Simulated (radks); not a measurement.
Results of a calculation; reference values are marked as such.
Spin polarisation of the 4f7 shell in the gadolinium ion Gd3+. Start: [Xe] 4f(up 3.5, down 3.5); electrons of 4f are moved from spin down to spin up, other shells keep equal spins. Code: a radial shooting solver on a logarithmic mesh with Libxc functionals. Model: scalar-relativistic Kohn-Sham, SCAN, spin-polarised, spherical densities, finite nucleus; meta-GGA in the generalised Kohn-Sham scheme; Fermi nuclear charge, rms radius of each element as measured or else 0.836 A^(1/3) + 0.57 fm.

| moment (Bohr magnetons) | E - E(0) (eV) | e(4f up) (eV) | e(4f down) (eV) | 5p down minus up (eV) | 5s down minus up (eV) | 4d down minus up (eV) |
|---|---|---|---|---|---|---|
| 0 | 0.000 | -33.361 | -33.361 | 0.000 | 0.000 | 0.000 |
| 1 | -0.266 | -33.874 | -32.810 | 0.246 | 0.328 | 1.093 |
| 2 | -1.063 | -34.346 | -32.221 | 0.495 | 0.658 | 2.187 |
| 3 | -2.391 | -34.777 | -31.592 | 0.750 | 0.994 | 3.283 |
| 4 | -4.241 | -35.165 | -30.924 | 1.014 | 1.339 | 4.381 |
| 5 | -6.627 | -35.506 | -30.217 | 1.291 | 1.697 | 5.482 |
| 6 | -9.542 | -35.797 | -29.470 | 1.584 | 2.071 | 6.586 |

At moment 6 the spin-polarisation energy is -9.542 eV and the 4f exchange splitting 6.327 eV, that is 1.054 eV per Bohr magneton; E = -I m^2/4 would give I = 1.060 eV.
